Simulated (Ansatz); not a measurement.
Zr2(Cl)8 (Zr2Cl8), 10 atoms. Hardware: 2 threads of AMD EPYC 7R13 on a shared host and a share (18 GiB) of an NVIDIA H100 80GB HBM3.

In the def2 sets Zr takes a core potential; there is no spin–orbit coupling. Correlated methods freeze 40 core orbitals; core or outer-core shells of Zr are correlated, in sets that lack core-valence functions.

(1) How many basis functions does each of these Ansatz runs have, and roughly what does it cost? PBE0-D4/def2-TZVP, charge 1 doublet, energy, from earlier orbitals; B3LYP-D4/def2-TZVP, charge -1 doublet at the geometry of the charge 0 singlet, energy, from earlier orbitals; r2SCAN-D4/def2-SVP, charge -1 doublet, relaxation, 12 steps; PBE-D4/def2-TZVP, charge -1 doublet at the geometry of the charge 0 singlet, energy, from earlier orbitals; PBE0-D4/def2-TZVP, charge -1 doublet, energy, from earlier orbitals; BHLYP-D4/def2-TZVP, charge 0 singlet, energy, from earlier orbitals; PBE-D4/def2-TZVP, charge 0 triplet at the geometry of the charge 0 singlet, energy, from earlier orbitals; CCSD(T)/def2-TZVP, charge 0 singlet, energy, from earlier orbitals; PBE0-D4/def2-TZVP, charge 1 doublet at the geometry of the charge 0 singlet, energy; r2SCAN-D4/def2-TZVP, charge 0 triplet at the geometry of the charge 0 singlet, energy, from earlier orbitals; BLYP-D4/def2-TZVP, charge 0 singlet, energy, from earlier orbitals; RPA@PBE/def2-TZVP, charge 0 singlet, energy, from earlier orbitals.

Answers

(1) Other jobs shared the machine, so times can vary by a factor of up to 3.

```csv
run,functions,fitting or Cholesky vectors,wall time,peak host memory (GiB)
"BHLYP-D4/def2-TZVP, charge 0 singlet, energy, from earlier orbitals",376,3180,9 s,0.96
"RPA@PBE/def2-TZVP, charge 0 singlet, energy, from earlier orbitals",376,2424,12 s,1.7
"PBE-D4/def2-TZVP, charge -1 doublet at the geometry of the charge 0 singlet, energy, from earlier orbitals",376,2690,12 s,1
"PBE0-D4/def2-TZVP, charge 1 doublet, energy, from earlier orbitals",376,2942,13 s,1
"PBE0-D4/def2-TZVP, charge -1 doublet, energy, from earlier orbitals",376,2942,14 s,1
"BLYP-D4/def2-TZVP, charge 0 singlet, energy, from earlier orbitals",376,2690,14 s,0.91
"PBE-D4/def2-TZVP, charge 0 triplet at the geometry of the charge 0 singlet, energy, from earlier orbitals",376,2690,15 s,1.1
"B3LYP-D4/def2-TZVP, charge -1 doublet at the geometry of the charge 0 singlet, energy, from earlier orbitals",376,2814,19 s,1.1
"r2SCAN-D4/def2-TZVP, charge 0 triplet at the geometry of the charge 0 singlet, energy, from earlier orbitals",376,2690,20 s,1.3
"PBE0-D4/def2-TZVP, charge 1 doublet at the geometry of the charge 0 singlet, energy",376,2942,23 s,1.2
"CCSD(T)/def2-TZVP, charge 0 singlet, energy, from earlier orbitals",376,2424,47 s,0.86
"r2SCAN-D4/def2-SVP, charge -1 doublet, relaxation, 12 steps",206,2116,60 s,0.94
```
